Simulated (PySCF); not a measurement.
**XPS shifts beside NMR shieldings**

Compound: C4H9F3Si2.
Cartesian coordinates in Å at the PBE0-D3(BJ)/def2-SVP level; atoms count from 1:
```xyz
18
C4H9F3Si2 angstrom
F      3.4797   -1.7402   -1.1093
C      2.5433   -1.2608   -0.3307
F      2.7916   -1.4880    0.9403
C      1.4612   -0.6082   -0.7557
F      1.3102   -0.4370   -2.0768
C      0.3870   -0.0312    0.0911
Si     0.3522    1.8731   -0.1291
C     -0.9677   -0.7072   -0.1891
Si    -2.4448   -0.1406    0.8483
H      0.6758   -0.1930    1.1433
H     -0.3872    2.4847    1.0161
H      1.7563    2.3791   -0.1352
H     -0.3306    2.2442   -1.4032
H     -1.2344   -0.5796   -1.2523
H     -0.8682   -1.7965   -0.0338
H     -2.1071   -0.2024    2.3044
H     -2.8418    1.2606    0.5122
H     -3.6021   -1.0443    0.5738
```

Binding energies: delta-SCF UKS SCAN, pcX-2 on the ionised atom, pcseg-1 elsewhere, spin-free X2C in PySCF 2.14.0. Shieldings: GIAO B97-2/pcSseg-1, non-relativistic, same geometry.

```tsv
atom	isotropic shielding (ppm)
C2	26.5
C4	46.7
C6	163.9
C8	172.9
```

**Question.** What are the C 1s binding energies of these atoms?

**Answer.** 
| atom | environment | C 1s (eV) | isotropic shielding (ppm) |
| --- | --- | --- | --- |
| C8 | sp3 carbon bound to silicon | 290.52 | 172.9 |
| C6 | sp3 carbon bound to silicon | 291.08 | 163.9 |
| C4 | vinylic C–F carbon | 293.07 | 46.7 |
| C2 | =CF2 carbon | 294.99 | 26.5 |

**Question.** Among the listed atoms, is the one with the highest binding energy also the least shielded?

**Answer.** Yes: C2 has both (294.99 eV, 26.5 ppm).

By binding energy: C8 < C6 < C4 < C2. By shielding: C2 < C4 < C6 < C8.

Isolated species at its PBE0-D3(BJ)/def2-SVP geometry (one conformer only).
